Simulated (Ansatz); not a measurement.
Coupled-cluster run, Cl2H3O2Si2, SMILES `O[SiH](Cl)O[SiH]Cl` radical.

```yaml
crystal:
  periodic: [false, false, false]
  atoms:
    - {symbol: O, position_ang: [-1.722879, -0.034719, -1.637608]}
    - {symbol: Si, position_ang: [-0.797781, 0.534406, -0.434351]}
    - {symbol: Cl, position_ang: [0.545695, 1.906206, -1.143408]}
    - {symbol: O, position_ang: [0.056506, -0.672981, 0.247387]}
    - {symbol: Si, position_ang: [1.021752, -1.170585, 1.462985]}
    - {symbol: Cl, position_ang: [1.683365, 0.449351, 2.544092]}
    - {symbol: H, position_ang: [-1.307473, -0.344038, -2.444240]}
    - {symbol: H, position_ang: [-1.692411, 1.170033, 0.539980]}
    - {symbol: H, position_ang: [2.213226, -1.837682, 0.865163]}
basis:
  gaussian: {orbitals: def2-TZVPP}
magnetization: {spin_polarized: true, initial_magnetization: 1}
correlation: {method: ccsd_t}
scf: {omitted_lower_state_checks: [cluster_reference]}
```

```sh
$ ansatz run in.yaml --threads 2 --pin off --events-out ev --progress --plain --max-ram 22528MiB --backend cuda --devices 0, --max-vram 18GiB
```

Output of Ansatz, abridged:

```
Functional definition: HF
1627 factors; integrals over basis functions are off by at most 7.8e-4 eV
mean field evaluation 1: about -44858.3477 eV, gradient 3.5e1 eV
mean field evaluation 2: about -44858.3560 eV, gradient 3.5e1 eV
mean field evaluation 4: about -44863.1605 eV, gradient 3.0e0 eV
mean field evaluation 8: about -44863.2656 eV, gradient 1.9e-1 eV
mean field -44863.26639817 eV, -1648.6946307184 hartree, gradient 3.8e-6 eV, S^2 0.754808; 0 other end points of the search recorded, 0 dependent functions left out
22 core orbitals not correlated: weight in the atoms' cores, before any rotation towards them, 1.000 or more for the frozen orbitals, at most 0.000 for the correlated occupied ones
reference -44863.26639817 eV, -1648.6946307184 hartree; 19, 18 occupied and 231, 232 virtual orbitals, 1627 factors
second order -28.73568495 eV of doubles, -0.00000000 eV of singles
cycle   1  -29.32995255 eV  change   -5.9e-1 eV  update   1.1e-1
cycle   2  -29.97190104 eV  change   -6.4e-1 eV  update   3.3e-2
cycle   3  -30.12585501 eV  change   -1.5e-1 eV  update   1.8e-2
cycle   4  -30.11236208 eV  change    1.3e-2 eV  update   5.2e-3
cycle   5  -30.10966269 eV  change    2.7e-3 eV  update   2.7e-3
cycle   6  -30.11090887 eV  change   -1.2e-3 eV  update   1.0e-3
cycle   7  -30.11080924 eV  change    1.0e-4 eV  update   4.4e-4
cycle   8  -30.11090626 eV  change   -9.7e-5 eV  update   1.6e-4
cycle   9  -30.11097708 eV  change   -7.1e-5 eV  update   6.5e-5
cycle  10  -30.11094289 eV  change    3.4e-5 eV  update   2.7e-5
perturbative correction -1.18807248 eV, -0.0436608584 hartree
Total energy: -44894.56541354 eV, -1649.8448483182 hartree
Checks for a lower state left out: cluster_reference
```

Hardware: 2 threads of an AMD EPYC 7R13 on a shared host and a share of an NVIDIA H100 80 GB. Wall time 31 s, peak host memory 0.92 GiB.

The correlation energy is -31.299 eV, 3.8 % of it from (T); the T1 diagnostic reads 0.0124.
